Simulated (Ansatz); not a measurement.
A made-up structure of AlBH₂Cl₂, closed shell:

```json
{"atom": "Cl1", "x (Å)": "1.1226", "y (Å)": "-0.1181", "z (Å)": "-0.2062"}
{"atom": "B2", "x (Å)": "1.4637", "y (Å)": "-1.7695", "z (Å)": "-0.6313"}
{"atom": "Al3", "x (Å)": "-0.8958", "y (Å)": "0.4493", "z (Å)": "0.2436"}
{"atom": "Cl4", "x (Å)": "-2.3570", "y (Å)": "-1.0595", "z (Å)": "0.1430"}
{"atom": "H5", "x (Å)": "2.1804", "y (Å)": "0.6880", "z (Å)": "-0.1942"}
{"atom": "H6", "x (Å)": "-1.4076", "y (Å)": "1.8907", "z (Å)": "0.6464"}
```

It is relaxed with PBE-D4/def2-SVP and then PBE0-D4/def2-TZVP (Ansatz 0.2.0). Atoms count as bonded within 1.22 times the sum of their covalent radii (H–H: 0.88 Å). The end point is not checked to be a true minimum.

Task: Does its bonding change? (Judge from chemistry; the calculation decides.)

Result: The calculation gives: Yes. Formed: B2–Al3; broken: Cl1–Al3.

Where it ends: The first stage lowers the energy by 5.15 eV in 36 steps. It ends as AlBH₂Cl₂ ([Cl][AlH][B][ClH]):
Cl1  (2.281, 0.199, 0.377)
B2  (0.636, 0.299, 0.679)
Al3  (-1.292, 0.139, 0.035)
Cl4  (-2.181, -1.755, 0.279)
H5  (2.853, -0.160, -0.967)
H6  (-2.190, 1.359, -0.403)
(Å)

Labels in which every atom is bracketed show which atoms are joined, not bond orders.

For scale, one of the runs: PBE0-D4/def2-TZVP relaxation, 154 basis functions, launched by `ansatz run in.yaml --threads 2 --pin off --events-out ev --progress --plain --max-ram 4352MiB`. Hardware: 2 CPU threads of an Arm Neoverse V1, shared host. Wall time about 57 s.
